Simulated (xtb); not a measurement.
CH$_{2}$ (SMILES [CH2]), singlet, geometry from GFN2-xTB; GFN2-xTB run with xtb.

xtb was given this input:
```
$ xtb mol.xyz --gfn 2 --etemp 1000 --json

# file mol.xyz
3

C      0.00106484     0.16389984     0.01623868
H     -0.88481843    -0.48695954    -0.03874538
H      0.87842936    -0.49643949    -0.05868670
```

What does xtb print? Leave out banner, timings and long lists.


```
   ID    Z sym.   atoms
    1    6 C      1
    2    1 H      2, 3

           -------------------------------------------------
          |                Calculation Setup                |
           -------------------------------------------------

           -------------------------------------------------
          |                 G F N 2 - x T B                 |
           -------------------------------------------------

          ...................................................
          :                      SETUP                      :
          :.................................................:
          :  # basis functions                   6          :
          :  # atomic orbitals                   6          :
          :  # shells                            4          :
          :  # electrons                         6          :
          :  max. iterations                   250          :
          :  Hamiltonian                  GFN2-xTB          :
          :  restarted?                      false          :
          :  GBSA solvation                  false          :
          :  PC potential                    false          :
          :  electronic temp.         1000.0000000     K    :
          :  accuracy                    1.0000000          :
          :  -> integral cutoff          0.2500000E+02      :
          :  -> integral neglect         0.1000000E-07      :
          :  -> SCF convergence          0.1000000E-05 Eh   :
          :  -> wf. convergence          0.1000000E-03 e    :
          :  Broyden damping             0.4000000          :
          :  net charge                          0          :
          :  unpaired electrons                  0          :
          ...................................................

 iter      E             dE          RMSdq      gap      omega  full diag
   1     -2.9864801 -0.298648E+01  0.129E+01    1.15       0.0  T
   2     -2.9962271 -0.974699E-02  0.781E+00    1.03       1.0  T
   3     -2.9972732 -0.104611E-02  0.110E+00    0.85       1.0  T
   4     -2.9981284 -0.855240E-03  0.594E-01    0.98       1.0  T
   5     -2.9982235 -0.950170E-04  0.526E-01    0.98       1.0  T
   6     -2.9985139 -0.290476E-03  0.454E-02    0.96       1.3  T
   7     -2.9985154 -0.148323E-05  0.827E-03    0.96       7.0  T
   8     -2.9985155 -0.586366E-07  0.220E-03    0.96      26.3  T
   9     -2.9985155 -0.651932E-08  0.121E-04    0.96     477.5  T
  10     -2.9985155 -0.167821E-10  0.295E-05    0.96    1956.5  T

   *** convergence criteria satisfied after 10 iterations ***

         :::::::::::::::::::::::::::::::::::::::::::::::::::::
         ::                     SUMMARY                     ::
         :::::::::::::::::::::::::::::::::::::::::::::::::::::
         :: total energy              -2.967531245738 Eh    ::
         :: gradient norm              0.000529922772 Eh/a0 ::
         :: HOMO-LUMO gap              0.955605792204 eV    ::
         ::.................................................::
         :: SCC energy                -2.998515480325 Eh    ::
         :: -> isotropic ES           -0.006092062009 Eh    ::
         :: -> anisotropic ES         -0.001161036329 Eh    ::
         :: -> anisotropic XC          0.011101128183 Eh    ::
         :: -> dispersion             -0.000265280428 Eh    ::
         :: repulsion energy           0.030984234587 Eh    ::
         :: add. restraining           0.000000000000 Eh    ::
         :: total charge               0.000000000000 e     ::
         :::::::::::::::::::::::::::::::::::::::::::::::::::::

           -------------------------------------------------
          |                Property Printout                |
           -------------------------------------------------

    * Orbital Energies and Occupations

         #    Occupation            Energy/Eh            Energy/eV
      -------------------------------------------------------------
         1        2.0000           -0.6018486             -16.3771
         2        2.0000           -0.4825324             -13.1304
         3        1.9922           -0.4026953             -10.9579 (HOMO)
         4        0.0078           -0.3675775             -10.0023 (LUMO)
         5                          0.1444291               3.9301
         6                          0.1651757               4.4947
      -------------------------------------------------------------
                  HL-Gap            0.0351179 Eh            0.9556 eV
             Fermi-level           -0.3851364 Eh          -10.4801 eV

     #   Z          covCN         q      C6AA      α(0)
     1   6 C        1.846    -0.144    35.238     9.589
     2   1 H        0.923     0.072     2.063     2.246
     3   1 H        0.923     0.072     2.063     2.246

 Mol. C6AA /au·bohr⁶  :         77.570937
 Mol. C8AA /au·bohr⁸  :       1756.153919
 Mol. α(0) /au        :         14.081490

Wiberg/Mayer (AO) data.
largest (>0.10) Wiberg bond orders for each atom

 ---------------------------------------------------------------------------
     #   Z sym  total        # sym  WBO       # sym  WBO       # sym  WBO
 ---------------------------------------------------------------------------
     1   6 C    1.988 --     2 H    0.994     3 H    0.994
     2   1 H    0.994 --     1 C    0.994
     3   1 H    0.994 --     1 C    0.994
 ---------------------------------------------------------------------------

Topologies differ in total number of bonds
Writing topology from bond orders to xtbtopo.mol

molecular dipole:
                 x           y           z       tot (Debye)
 q only:       -0.001      -0.179      -0.018
   full:       -0.004      -0.687      -0.068       1.756
molecular quadrupole (traceless):
                xx          xy          yy          xz          yz          zz
 q only:        0.344      -0.002      -0.090      -0.007       0.016      -0.254
  q+dip:        0.964      -0.006      -0.274      -0.018       0.042      -0.689
   full:        0.371      -0.011      -1.222       0.004      -0.208       0.851

           -------------------------------------------------
          | TOTAL ENERGY               -2.967531245738 Eh   |
          | GRADIENT NORM               0.000529922772 Eh/α |
          | HOMO-LUMO GAP               0.955605792204 eV   |
           -------------------------------------------------

normal termination of xtb
```
